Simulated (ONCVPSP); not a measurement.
Potentials for strontium (Sr) compared

Generated with ld1.x 7.5 (TM, RRKJ, ultrasoft, PAW), atompaw 4.2 or ONCVPSP 4.0.1. The cutoff is in Ry: for ld1.x and atompaw files where the sum of valence levels is converged to 10 mRy in a Bessel basis, for ONCV files where the hardest occupied wave has 1 mHa per electron of residual kinetic energy. The error is the largest all-electron minus pseudo excitation energy over each file’s own four to seven test configurations (ionisations up to +4, promotions, holes and added fractions of an electron), all of which were solved. The labels leave out finer settings (local radius, basis sizes, second energies), which also bear on the numbers. Spin-polarised tests are not counted. The rows are a selection from randomly drawn settings: files with unsolved tests, undetermined cutoffs or missed reference levels are left out.

A true bound ghost makes a file unfit for plane-wave use even where its test errors are small: the radial tests pick states by their node count and pass the ghost by.

| potential | cutoff (Ry) | largest error (meV) | bound ghosts |
| --- | --- | --- | --- |
| ONCV, PBE, scalar-relativistic, rc 2.30/1.80/1.80 (spd), local d, core correction yes, reference 4s2 4p6 5s2, qcut 4/8.8/5.8, projectors 2/1/0 | 42 | -18 | none |
| ONCV, LDA (Perdew-Wang 92), scalar-relativistic, rc 1.85/2.20/1.85 (spd), local d, core correction no, reference 4s2 4p6 5s1 5p1, qcut 5.5/6.6/5, projectors 2/2/0 | 25 | -6.6 | s |
| ONCV, LDA (Perdew-Wang 92), scalar-relativistic, rc 2.25/2.50/2.10 (spd), local smoothed, core correction yes, reference 4s2 4p6 5s2, qcut 7/6.1/5, projectors 2/2/1 | 27 | -2.6 | none |
| ONCV, LDA (Perdew-Zunger), scalar-relativistic, rc 2.60/2.85/2.55 (spd), local smoothed, core correction yes, reference 4s2 4p6 5s1.75 5p0.25, qcut 4.3/5/4.2, projectors 2/2/1 | 15 | -4.2 | none |

Fill in the row for Sr: ONCV, PBE, fully relativistic, rc 2.60/2.25/2.50 (spd), local smoothed, core correction no, reference 4s2 4p6 5s2, qcut 4/5.5/3.6, projectors 2/2/2.

cutoff 16 Ry, largest error -1.9 meV, bound ghosts: none.

Fill in the row for Sr: ONCV, LDA (Perdew-Wang 92), scalar-relativistic, rc 2.40/1.70/1.95 (spd), local smoothed, core correction yes, reference 4s2 4p6 5s1, qcut 6.1/5.6/5.2, projectors 2/2/1.

cutoff 26 Ry, largest error -1.9 meV, bound ghosts: none.

Fill in the row for Sr: ONCV, PBE, scalar-relativistic, rc 2.05/2.05/1.80 (spd), local smoothed, core correction yes, reference 4s2 4p6 5s2, qcut 4.4/7.3/5.9, projectors 2/3/2.

cutoff 25 Ry, largest error -4.3 meV, bound ghosts: none.
